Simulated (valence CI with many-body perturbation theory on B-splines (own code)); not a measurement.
**E1 transitions of Bi LIII**

Computed by valence CI with perturbative core correlation (CI+MBPT): three valence electrons over a frozen Dirac-Fock core [Ar] 3d10, a basis of 11 s, 11 p, 9 d, 7 f, 5 g, 2 h, 1 i functions for each j, with the one-electron correlation potential Σ1, the two-electron term Σ2, the three-electron term Σ3, Breit, model QED; selected CI, second order for the rest (own B-spline code, finite nucleus).

The last digits are not significant, and no measured levels were compared; by estimate large intervals hold to a few tenths of a per cent, small ones and those within an open d or f shell to about a per cent.

Lines 151 to 200 of 270 in falling wavelength, among levels below 857.83 eV, chosen from the strongest by gf and those to the six lowest levels. Wavelengths and rates use the calculated energies. Electric multipoles are in the length gauge, E1 and E2 with the static RPA response of the core. Weak lines are less certain than strong ones. Lines between different terms over intervals too small for the method are left out, as are lines whose strength nearly cancels. The highest levels of a list are the least certain.

Levels are named by their leading jj configuration (3d3/2^4 stands for four electrons in 3d with j = 3/2), which in mixed levels can hold well under half, so a name can repeat and another be missing. Letters in brackets count levels of one name in rising energy.

```csv
λ vac (Å),Upper,Lower,A (s⁻¹),S (a.u.)
40.01,(4p1/2 4p3/2 4d5/2) J=3/2 [a],(4s 4p1/2 4d5/2) J=5/2 [a],3.12e+11,3.94e-02
39.98,(4s 4p1/2 4p3/2) J=3/2 [b],(4s^2 4p1/2) J=1/2,9.41e+11,1.19e-01
39.98,(4p1/2 4p3/2 4d3/2) J=1/2 [b],(4s 4p1/2 4d3/2) J=1/2,6.52e+11,4.11e-02
39.95,(4p1/2 4p3/2 4d3/2) J=5/2 [a],(4s 4p1/2 4d3/2) J=3/2 [a],4.77e+11,9.01e-02
39.95,(4p1/2 4p3/2 4d3/2) J=7/2,(4s 4p1/2 4d3/2) J=5/2,1.21e+12,3.06e-01
39.81,(4p1/2 4p3/2 4d5/2) J=5/2 [a],(4s 4p1/2 4d5/2) J=5/2 [a],8.74e+10,1.63e-02
39.78,(4p1/2 4p3/2 4d5/2) J=1/2,(4s 4p1/2 4d5/2) J=3/2,6.03e+11,3.74e-02
39.71,(4s 4p3/2^2) J=1/2,(4s^2 4p3/2) J=3/2,1.21e+12,7.50e-02
39.69,(4p1/2 4p3/2^2) J=3/2,(4s 4p1/2 4p3/2) J=5/2,1.37e+11,1.70e-02
39.68,(4s 4p1/2 4p3/2) J=1/2,(4s^2 4p1/2) J=1/2,1.71e+12,1.05e-01
39.64,(4p1/2 4p3/2 4d3/2) J=3/2 [a],(4s 4p1/2 4d3/2) J=3/2 [a],8.01e+11,9.85e-02
39.62,(4p1/2 4p3/2 4d5/2) J=3/2 [b],(4s 4p1/2 4d5/2) J=5/2 [b],7.35e+11,9.03e-02
39.60,(4p1/2 4p3/2 4d3/2) J=1/2 [a],(4s 4p1/2 4d3/2) J=3/2 [a],1.17e+12,7.18e-02
39.60,(4s 4p3/2 4d3/2) J=1/2 [b],(4s^2 4d3/2) J=3/2,1.86e+12,1.14e-01
39.56,(4p1/2 4p3/2^2) J=5/2,(4s 4p1/2 4p3/2) J=5/2,5.97e+11,1.09e-01
39.46,(4s 4p3/2 4d3/2) J=5/2 [b],(4s^2 4d3/2) J=3/2,2.63e+12,4.79e-01
39.35,(4s^2 4f5/2) J=5/2,(4s 4p1/2 4p3/2) J=5/2,5.93e+10,1.07e-02
39.29,(4s 4p3/2 4d5/2) J=3/2 [b],(4s^2 4d5/2) J=5/2,1.42e+12,1.70e-01
39.22,(4s 4p3/2^2) J=3/2,(4s^2 4p3/2) J=3/2,2.54e+12,3.02e-01
39.21,(4p1/2 4p3/2 4d5/2) J=7/2 [b],(4s 4p1/2 4d5/2) J=7/2,3.80e+11,9.04e-02
38.79,(4s 4p3/2 4d5/2) J=5/2 [b],(4s^2 4d5/2) J=5/2,1.32e+12,2.28e-01
38.44,(4p1/2 4p3/2^2) J=3/2,(4s 4p1/2 4p3/2) J=3/2 [a],9.96e+11,1.12e-01
38.32,(4p1/2 4p3/2^2) J=5/2,(4s 4p1/2 4p3/2) J=3/2 [a],5.49e+08,9.15e-05
38.23,(4p1/2 4p3/2 4d5/2) J=5/2 [b],(4s 4p1/2 4d5/2) J=5/2 [a],4.98e+11,8.25e-02
38.12,(4s^2 4f5/2) J=5/2,(4s 4p1/2 4p3/2) J=3/2 [a],7.35e+09,1.21e-03
38.10,(4p1/2 4p3/2 4d3/2) J=5/2 [b],(4s 4p1/2 4d3/2) J=5/2,1.07e+11,1.75e-02
37.94,(4s^2 4f7/2) J=7/2,(4s 4p1/2 4p3/2) J=5/2,2.53e+10,5.46e-03
37.85,(4p3/2^3) J=3/2,(4s 4p3/2^2) J=5/2,5.20e+11,5.57e-02
37.30,(4p1/2 4p3/2^2) J=1/2,(4s 4p1/2 4p3/2) J=3/2 [a],5.28e+10,2.71e-03
37.05,(4p1/2 4p3/2 4d3/2) J=5/2 [b],(4s 4p1/2 4d3/2) J=3/2 [a],1.29e+11,1.95e-02
35.45,(4s 4p1/2 4d3/2) J=3/2 [a],(4s 4p1/2^2) J=1/2,5.95e+10,5.23e-03
35.24,(4s 4p3/2 4d3/2) J=3/2 [a],(4s 4p1/2 4p3/2) J=3/2 [b],3.67e+09,3.17e-04
35.23,(4s 4p3/2 4d3/2) J=1/2 [a],(4s 4p1/2 4p3/2) J=3/2 [b],5.87e+10,2.53e-03
35.22,(4s 4p3/2 4d3/2) J=5/2 [a],(4s 4p1/2 4p3/2) J=3/2 [b],4.55e+10,5.89e-03
34.72,(4s 4d3/2^2) J=3/2,(4s 4p1/2 4d3/2) J=3/2 [b],1.58e+11,1.30e-02
34.52,(4s 4d3/2^2) J=3/2,(4s 4p1/2 4d3/2) J=1/2,1.82e+12,1.48e-01
33.89,(4s 4p3/2 4d3/2) J=3/2 [a],(4s 4p1/2 4p3/2) J=5/2,3.59e+11,2.76e-02
33.87,(4s 4p3/2 4d3/2) J=5/2 [a],(4s 4p1/2 4p3/2) J=5/2,1.39e+12,1.60e-01
33.74,(4s 4p3/2 4d3/2) J=3/2 [b],(4s 4p1/2 4p3/2) J=1/2,1.10e+12,8.37e-02
33.53,(4s 4p3/2 4d3/2) J=3/2 [b],(4s 4p1/2 4p3/2) J=3/2 [b],1.15e+12,8.59e-02
33.44,(4s 4p3/2 4d3/2) J=7/2,(4s 4p1/2 4p3/2) J=5/2,1.87e+12,2.76e-01
33.31,(4p1/2 4p3/2 4d3/2) J=3/2 [b],(4p1/2^2 4p3/2) J=3/2,2.76e+12,2.02e-01
33.13,(4s 4p1/2 4d3/2) J=1/2,(4s 4p1/2^2) J=1/2,2.63e+12,9.46e-02
33.11,(4s 4d3/2^2) J=3/2,(4s 4p1/2 4d3/2) J=5/2,1.81e+11,1.30e-02
33.09,(4p1/2 4p3/2 4d3/2) J=5/2 [b],(4p1/2^2 4p3/2) J=3/2,1.92e+12,2.06e-01
33.09,(4p1/2 4p3/2 4d3/2) J=1/2 [b],(4p1/2^2 4p3/2) J=3/2,2.31e+12,8.27e-02
33.03,(4s^2 4d3/2) J=3/2,(4s^2 4p1/2) J=1/2,2.68e+12,1.91e-01
32.98,(4s 4p3/2 4d3/2) J=3/2 [a],(4s 4p1/2 4p3/2) J=3/2 [a],1.65e+12,1.17e-01
32.97,(4s 4p3/2 4d3/2) J=1/2 [b],(4s 4p1/2 4p3/2) J=1/2,1.98e+12,7.01e-02
32.97,(4s 4p3/2 4d3/2) J=1/2 [a],(4s 4p1/2 4p3/2) J=3/2 [a],1.84e+12,6.52e-02
```
